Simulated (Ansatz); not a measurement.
A geometry relaxed with PBE0-D3(BJ)/def2-TZVP in Ansatz (an electronic-structure program), charge 0, multiplicity 1:

```xyz
7

C      0.4133    -0.2507     0.0535
H     -1.8450    -1.1317     0.0134
N      1.5700    -0.7353     0.1784
C     -0.5669     0.7790    -0.1216
H     -0.8553     1.8118    -0.2546
H      2.2732    -0.0004     0.1386
C     -0.9893    -0.4728    -0.0077
```

Write the SMILES of this molecule.

`N=c1cc1`
